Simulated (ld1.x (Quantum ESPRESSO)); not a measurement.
**Transferability test, PAW potential for molybdenum (Mo)**

Mo, PAW, made with ld1.x (Quantum ESPRESSO) 7.5 (LDA (PZ), scalar-relativistic). Core [Ar] 3d10, reference 4s2 4p6 4d5 5s0 5p0 (charge +1). Waves: 4s (bound): rcut 1.50, rcutus 2.05 bohr; 5s (bound, empty): rcut 1.50, rcutus 2.05 bohr; 4p (bound): rcut 1.65, rcutus 1.80 bohr; 5p (bound, empty): rcut 1.65, rcutus 1.80 bohr; 4d (bound): rcut 1.70, rcutus 2.25 bohr; 4d channel at 0.3 Ry: rcut 1.70, rcutus 2.25 bohr. Local part: all-electron potential smoothed inside 1.55 bohr (lloc = -2). Core correction: Bessel-smoothed model core inside 1.55 bohr. Augmentation charge: BESSEL, radius 1.10 bohr.

Energies are relative to the spin-unpolarised reference configuration 4s2 4p6 4d5 5s0 5p0; without spin polarisation the order of configurations can differ from experiment. Spin-polarised rows fill each open shell by Hund’s rule, majority spin first. The frozen-core shift is the all-electron ΔE with the core orbitals held at their reference shape minus the fully relaxed ΔE.

```tsv
valence configuration	charge	ΔE all-electron (eV)	error AE − PS (meV)	frozen-core shift (meV)
4s2 4p6 4d5 5s1 5p0	0	-7.186	+2.2	-1.5
4s2 4p6 4d4 5s0 5p0	+2	15.703	+1.4	-1.3
4s2 4p6 4d3 5s0 5p0	+3	42.664	+9.6	-1.5
4s2 4p6 4d4 5s1 5p0	+1	1.076	+12	-3.1
4s2 4p6 4d4 5s1 5p1	0	-3.426	+14	-3.9
4s2 4p5 4d5 5s1 5p0	+1	36.905	-17	+17
4s2 4p6 4d5 5s0 5p0 (spin-polarised)	+1	-3.391	+7.1	+1.5
4s2 4p6 4d5 5s1 5p0 (spin-polarised)	0	-11.110	+11	-0.3
```

(1) What are ΔE and the potential's error for 4s1 4p6 4d5 5s1 5p0?

Levels in the configuration 4s2 4p6 4d5 5s1 5p0:

```json
{"level": "4s", "all-electron (eV)": "-64.423", "pseudo (eV)": "-64.418"}
{"level": "4p", "all-electron (eV)": "-38.589", "pseudo (eV)": "-38.587"}
{"level": "4d", "all-electron (eV)": "-3.935", "pseudo (eV)": "-3.933"}
{"level": "5s", "all-electron (eV)": "-4.329", "pseudo (eV)": "-4.331"}
```

Results:

(1) ΔE = 63.120 eV all-electron; the error (AE − PS) is -2.9 meV.

A variational frozen-core shift is positive and of second order in the change. This column holds negative values, so the frozen-core run of ld1.x carries numerical noise or an error of first order here, and the column gives no more than the rough size of the effect.
